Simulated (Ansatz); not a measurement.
```yaml
atoms:
  - { symbol: H, position_ang: [-0.0780, -0.0344, -0.7511] }
  - { symbol: F, position_ang: [0.0592, 0.0525, 0.1634] }
```

Basis set: aug-cc-pVDZ (spherical functions). Left uncorrelated: 1 orbital. Charge 0, multiplicity 1.

Computed with Ansatz (development build ahead of 0.2.0); each method stands on the lowest determinant of its kind that the runs found. Restricted open shells among the atoms or ions are ROHF, correlated in semicanonical orbitals with singles.

The atomization energy at this shape (free ground-state atoms in the same class of orbitals less the molecule, no zero-point energy) of singlet HF:

| method | atomization energy |
| --- | --- |
| RHF-MP2 | 579.3 kJ/mol |

(1) What does RHF give?

Results:

(1) 410.7 kJ/mol.
